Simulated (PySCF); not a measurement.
C₄H₁₃NSi, SMILES CCN[SiH](C)C.

The structure is a stationary point at PBE0-D3(BJ)/def2-SVP. The values are those of a single conformer.

All values below come from ωB97X/def2-TZVP run with PySCF.

Isolated molecule, no solvent.

Computed frontier levels, gap, dipole moment:
- highest occupied level = -8.83 eV
- lowest empty level = 2.84 eV
- orbital gap = 11.67 eV
- dipole moment = 0.78 D
- quadrupole, principal values (traceless, Buckingham form, about the centre of nuclear charge) = -3.31, -0.32, 3.62 D·Å
